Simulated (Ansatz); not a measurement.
`CC(O)CO` + `[AlH3]` → `C[CH]([AlH2])CO` + H₂O  (formal exchange of groups at a C–O bond)

Isolated molecules relaxed with PBE0-D4/def2-TZVP in Ansatz; ΔE leaves out vibrations. CCSD(T)/CBS adds triple-zeta CCSD(T) − MP2 to the extrapolated MP2 energy (def2 sets, frozen cores). This one scheme is used for every species. Functionals use def2-TZVPP. B3LYP here is the variant with VWN-RPA as its local correlation; programs differ in this. Each species was taken in one conformer, which may not be the lowest.

```csv
level,ΔE (kcal/mol),difference from CCSD(T)/CBS
PBE-D4,-11.0,0.5
r2SCAN-D4,-9.9,1.6
PBE0-D4,-10.6,0.9
B3LYP-D4,-9.6,1.9
ωB97X-V,-8.3,3.2
ωB97M-V,-9.8,1.7
PBE,-10.2,1.3
PBE0,-9.9,1.6
B3LYP,-8.4,3.1
HF/def2-TZVPP,-4.7,6.8
MP2/def2-TZVPP,-12.0,-0.5
SCS-MP2/def2-TZVPP,-10.1,1.4
CCSD(T)/def2-TZVPP,-10.0,1.5
HF/def2-QZVPP,-4.9,6.6
SCS-MP2/def2-QZVPP,-11.0,0.5
HF/CBS(def2),-4.9,6.6
CCSD(T)/CBS,-11.5,0
```

Largest T1 diagnostic among the species: 0.010.

In def2-TZVPP, CCSD(T) changes the Hartree–Fock value by −5.3 kcal/mol (the triples alone add −0.5 kcal/mol) and MP2 by −7.4 kcal/mol. The D4 term adds −1.2 kcal/mol with B3LYP and −0.7 kcal/mol with PBE0; it sums over pairs of atoms, weighted by their polarisabilities, and B3LYP, whose exchange is more repulsive, gets the larger term.
